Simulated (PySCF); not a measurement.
**Unknown compound**

The spectra below were simulated for a compound C5H12OP2.

1H NMR (400 MHz, computed): δ 8.21 (m, 1H), 6.57 (m, 1H), 5.98 (m, 1H), 2.01 (d, 3H), 1.32 (m, 6H).

13C{1H} NMR (computed): δ 152.4 (CH), 133.2 (CH), 22.2 (CH3), 7.5 (CH3).

PySCF 2.14.0 with density-fitted response routines calculation with structure optimised with GFN2-xTB and shielding tensors at PBE0/pcSseg-1 (GIAO); isolated molecule, equivalent nuclei averaged, relativity neglected, a single conformation.

Chemical shifts δ = σref − σ; TMS for 1H, 13C, all at this level.

Q: What is the structure?

A: 
- 4 carbon signals for 5 carbons: some carbons are equivalent by symmetry or fast rotation.
- Carbon types of the structure: 2 × CH, 3 × CH3, leaving 1 H on heteroatoms.
- δC 152.4, 133.2: alkene CH; the olefinic region.
- δC 22.2: allylic methyl carbon; aliphatic region, no heteroatom directly attached.
- δC 7.5: methyl carbon bonded to P.
- δH 8.21: hydrogen on a phosphorus bonded to C, O, P.
- δH 6.57, 5.98: hydrogen on an alkene CH; attached to an sp2 carbon and in the plane of the double bond.
- δH 2.01: hydrogen on an allylic methyl carbon; allylic position.
- δH 1.32: hydrogen on a methyl carbon bonded to P.

These data were computed for `C/C=C\[P@H](=O)P(C)C`.

The data come from this structure; uniqueness wasn't tested.

Splittings by 31P in the carbon and heteronuclear signals aren't shown, as no couplings were computed. Shifts are as computed. Against solution values, carbons near 30 ppm lie about +3 ppm off and those near 130 ppm about +5 ppm. Of 1211 compounds with measured shifts, 218 miss one by over three times the rms of a fit or turn the order of signals round; such compounds aren't used in these exercises. No couplings were computed; multiplicities are counted from neighbouring protons, with m where these are inequivalent, close in shift, in a saturated or five-membered ring or joined by F or P, and br s for small geminal =CH2 splittings.
